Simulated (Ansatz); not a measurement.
```yaml
crystal:
  periodic: [false, false, false]
  atoms:
    - {symbol: In, position_ang: [2.097039, -2.952345, -0.580321]}
    - {symbol: In, position_ang: [1.687818, 2.727195, 0.767211]}
    - {symbol: In, position_ang: [4.896425, -2.431496, 0.711931]}
    - {symbol: In, position_ang: [4.088456, 0.607850, 1.328649]}
    - {symbol: In, position_ang: [3.498967, -0.441597, -1.462945]}
    - {symbol: Sn, position_ang: [-0.760423, 2.281881, -0.726798]}
    - {symbol: Sn, position_ang: [0.543276, -0.233967, -0.226064]}
    - {symbol: Sn, position_ang: [4.243402, 2.841434, -0.649070]}
    - {symbol: Sn, position_ang: [2.060605, -1.275674, 2.072223]}
    - {symbol: Sn, position_ang: [1.898735, 1.938418, -2.323715]}
basis:
  gaussian: {orbitals: def2-TZVPD, initial_orbitals: start.molden}
total_charge: -1
hamiltonian: {xc: pbe0, dispersion: d4}
scf: {omitted_lower_state_checks: [starts]}
output: {orbitals: {seedname: orbitals}}
```

The file start.molden holds the orbitals of an earlier run on this structure, at another level or in another basis.

```sh
$ ansatz run in.yaml --threads 4 --pin off --events-out ev --progress --plain --max-ram 6963MiB
```

Question: Does this run fit into the memory that it is given?

Answer: No. It has 560 basis functions, and Ansatz plans for 12 GiB where 7 GiB are given.
